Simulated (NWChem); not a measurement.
Molecule: C4H4N2; SMILES C=C1N=CC=N1

Results from NWChem. The geometry was optimised at B3LYP/6-31G* (spherical d).

For level PW6B95/def2-TZVP:

- highest occupied level (eV): -8.12
- orbital gap (eV): 5.43
- dipole (D): 0.60

Q: What are these values for level Hartree-Fock/def2-TZVP?

A: 
- highest occupied level (eV) = -9.83
- orbital gap (eV) = 10.71
- dipole (D) = 1.05
